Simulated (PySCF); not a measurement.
**Bonding in `N#C[Si@@H](C=O)/C=C\C=O`**

Compound: C₅H₅NO₂Si.
SMILES with atom numbers: `[N:1]#[C:2][Si@@H:3]([CH:4]=[O:5])/[CH:6]=[CH:7]\[CH:8]=[O:9]` (hydrogens: H10 on Si3; H11 on C4; H12 on C6; H13 on C7; H14 on C8)

Cartesian coordinates in Å at the GFN2-xTB level; atoms count from 1:
```
atom  x, y, z in Å
N1    -2.0852    2.5951   -0.2993
C2    -1.6834    1.5601   -0.0227
Si3   -1.0584   -0.1192    0.4974
C4    -1.1533   -1.3994   -0.9427
O5    -0.4507   -2.3703   -1.0182
C6     0.6362   -0.1073    1.3332
C7     1.7439    0.1672    0.6327
C8     1.5735    0.4782   -0.7715
O9     0.4722    0.5569   -1.2824
H10   -2.0158   -0.5629    1.5333
H11   -1.9129   -1.2065   -1.7260
H12    0.7126   -0.3688    2.3774
H13    2.7428    0.1459    1.0420
H14    2.4780    0.6306   -1.3754
```

Bond orders from the PBE0/pcSseg-1 density (PySCF). Isolated species at its GFN2-xTB geometry (one conformer only).

Problem. How far do the computed orders between heavy atoms stray from the drawn ones?

Solution. The largest departure is 0.202, at C8–O9 (drawn double, 1.798). Drawn single, order below 0.88: C2–Si3 (0.817), Si3–C4 (0.824) and Si3–C6 (0.861).

Problem. Set the Mayer orders of the bonds beside their lengths.

Solution. 
| bond | drawn as | length (Å) | Mayer order |
| --- | --- | --- | --- |
| N1–C2 | triple | 1.144 | 2.929 |
| C2–Si3 | single | 1.866 | 0.817 |
| Si3–C4 | single | 1.929 | 0.824 |
| C4–O5 | double | 1.201 | 1.949 |
| Si3–C6 | single | 1.890 | 0.861 |
| C6–C7 | double | 1.339 | 1.809 |
| C7–C8 | single | 1.448 | 1.071 |
| C8–O9 | double | 1.217 | 1.798 |
| Si3–H10 | single | 1.479 | 0.941 |
| C4–H11 | single | 1.108 | 0.896 |
| C6–H12 | single | 1.079 | 0.951 |
| C7–H13 | single | 1.080 | 0.960 |
| C8–H14 | single | 1.098 | 0.947 |

Bonds between the same two heavy elements. C–Si: lowest C2–Si3 (0.817, 1.866 Å), highest Si3–C6 (0.861, 1.890 Å); in 1 of the 3 pairs the longer bond (by over 0.003 Å) has the higher order (by 0.02 or more). C–O: lowest C8–O9 (1.798, 1.217 Å), highest C4–O5 (1.949, 1.201 Å). C–C: lowest C7–C8 (1.071, 1.448 Å), highest C6–C7 (1.809, 1.339 Å).

Problem. Sum the orders of all bonds at each heavy atom with more than one neighbour and set the sums beside the valence in the SMILES.

Solution. C2 3.746 (drawn 4), Si3 3.443 (drawn 4), C4 3.669 (drawn 4), C6 3.621 (drawn 4), C7 3.840 (drawn 4), C8 3.816 (drawn 4). Orders between atoms that aren't bonded are not in these sums.

Mayer orders depend on the basis set.

These values come from a run that also computed NMR shieldings. Time: 99 s wall, 88 s CPU; peak memory 0.82 GiB. Hardware: Intel Xeon at 2.50 GHz, one thread, on a shared host.
